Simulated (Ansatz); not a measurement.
`C[N](C)[Hf]([F])([Cl])[Cl]` + H₂S → `C[N](C)[Hf]([F])([SH])[Cl]` + HCl  (ligand exchange at the Hf–Cl bond)

Calculated with Ansatz (gas phase, PBE0-D4/def2-TZVP geometries, no zero-point term in ΔE). CCSD(T)/CBS is the MP2 limit (def2-TZVPP, def2-QZVPP) plus CCSD(T) − MP2 in def2-TZVPP, frozen cores. This one scheme is used for every species. Functionals use def2-TZVPP. def2 core potentials past Kr. For Hf outer-core shells are correlated without core-valence functions, which leaves a few kJ/mol of doubt a bond. One conformer a species, not always the lowest.

CCSD(T)/CBS gives +0.72 eV.

Task: Another level gave +0.79 eV. Which?
A. HF/def2-TZVPP
B. r2SCANh/def2-TZVPP
C. CAM-B3LYP/def2-TZVPP
D. PBE0-D4/def2-TZVPP

Result: C. CAM-B3LYP 0.79, PBE0-D4 0.70, r2SCANh 0.75, HF/def2-TZVPP 0.88 eV.

Largest T1 diagnostic among the species: 0.015.

Leaving LDA and LC-ωPBE aside and taking each functional with its dispersion term where it has one, the values, not all of them listed here, spread over 0.11 eV, from PBE-D4 to BHLYP-D4. LDA lies −0.03 eV from PBE without D4. In def2-TZVPP, CCSD(T) changes the Hartree–Fock value by −0.17 eV (the triples alone add −0.03 eV) and MP2 by −0.18 eV. From BLYP to BHLYP (50 % exact exchange), in def2-TZVPP and without D4, ΔE moves by +0.05 eV.
